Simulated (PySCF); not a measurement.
## Nuclear quadrupole coupling in `CC(C)c1ocpc1Cl`

Compound: C6H8ClOP.
Z-matrix (Å and degrees, GFN2-xTB geometry), rows numbered from 1:
```
C 
C   1  1.5302
C   2  1.5302  1  110.94
C   2  1.4980  1  109.86  3  -121.61
O   4  1.3370  2  117.93  1    61.03
C   5  1.3364  4  112.20  2   179.96
P   6  1.7070  5  116.49  4    -0.02
C   4  1.3660  2  128.98  1  -119.04
Cl  8  1.7177  4  123.61  2     0.06
H   1  1.0875  2  110.54  3  -179.45
H   1  1.0868  2  110.01  3   -59.49
H   1  1.0873  2  110.17  3    60.43
H   2  1.0935  1  109.29  3   120.60
H   3  1.0873  2  110.14  1   -60.38
H   3  1.0868  2  110.03  1    59.54
H   3  1.0875  2  110.53  1   179.51
H   6  1.0760  5  115.08  4   179.98
```

Field gradients from the PBE0/pcSseg-1 density (PySCF, non-relativistic), principal values in atomic units, ordered |Vxx| ≤ |Vyy| ≤ |Vzz|:

| atom | Vxx | Vyy | Vzz |
| --- | --- | --- | --- |
| O5 | -0.6721 | -0.7698 | 1.4419 |
| Cl9 | -1.9695 | -2.1016 | 4.0712 |

Q: Find the asymmetry η = (Vxx − Vyy)/Vzz and the couplings χ = eQV/h (234.96 MHz × Q in barn × V in au), with Q(17O) = −0.0256 b, Q(35Cl) = −0.0817 b.

A: 
| atom | environment | nucleus | η | χzz (MHz) | χxx (MHz) | χyy (MHz) |
| --- | --- | --- | --- | --- | --- | --- |
| O5 | furan-type oxygen | 17O | 0.07 | -8.67 | 4.04 | 4.63 |
| Cl9 | aryl chlorine | 35Cl | 0.03 | -78.15 | 37.81 | 40.34 |

The gradient is axial or nearly so (η below 0.05) at Cl9. 

Q: What is Vzz at Cl9 in SI units (1 au = 9.71736 × 10²¹ V/m²)?

A: 4.0712 au = 39.561 × 10²¹ V/m².

Q: And the gradient at the other heavy atoms, for which no coupling is worked out here?

A: 
| atom | environment | Vzz (au) | η |
| --- | --- | --- | --- |
| C1 | methyl carbon | 0.085 | 0.09 |
| C2 | benzylic-type carbon | 0.108 | 0.85 |
| C3 | methyl carbon | 0.085 | 0.09 |
| C4 | substituted aromatic carbon | -0.325 | 0.66 |
| C6 | aromatic CH next to a ring oxygen | -0.348 | 0.57 |
| P7 | phosphorus bonded to 2 C | -1.143 | 0.29 |
| C8 | aromatic C–Cl carbon | 0.310 | 0.64 |

Were the hydrogens deuterons (Q(2H) = 0.00286 b), χzz would run from 196 kHz (H13) to 224 kHz (H17).

Isolated species at its GFN2-xTB geometry (one conformer only). GFN2-xTB bond lengths can be off by several hundredths of an ångström, more for odd bonds, and the gradients follow them. The small basis limits the accuracy of the gradients.
